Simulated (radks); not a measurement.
Q: Method: non-relativistic Kohn-Sham, LDA (Slater exchange, Perdew-Wang correlation), spin-polarised, spherical densities, point nucleus; computed with a radial shooting solver on a logarithmic mesh with Libxc functionals. Response by self-consistent Sternheimer equations with the Hartree and adiabatic LDA kernel. Rank Mg2+, Al3+, S6+, Cl7+, Si4+, Ar8+, P5+, Ne (NIST ground configurations) by static dipole polarisability, largest first.

A: Ne 3.052, Mg2+ 0.5136, Al3+ 0.2834, Si4+ 0.1716, P5+ 0.1109, S6+ 0.07518, Cl7+ 0.05295, Ar8+ 0.03846 bohr^3.
